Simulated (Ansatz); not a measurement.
A structure relaxed at PBE0-D4/def2-TZVP, charge 0, multiplicity 1:

```xyz
9

Cl    0.6694    1.2803   -2.1186
Si   -0.8545    1.0440   -0.7505
O    -0.2974    0.3578    0.6025
Ge    0.7427   -1.0512    0.9523
H    -1.3803    2.3858   -0.4256
H    -1.8716    0.1954   -1.4142
H     0.4605   -1.3931    2.4182
H     2.1986   -0.6268    0.7275
H     0.3327   -2.1923    0.0083
```

Q: Give its formula and SMILES.

A: ClGeH5OSi, `Cl[SiH2][O][GeH3]`.

Q: Summarise the bond lengths by kind.

A: 1 × Cl–Si 2.061 Å; 1 × O–Si 1.616 Å; 2 × H–Si 1.477 to 1.482 Å; 1 × Ge–O 1.786 Å; 3 × Ge–H 1.532 to 1.537 Å.

All numbers were calculated with Ansatz.
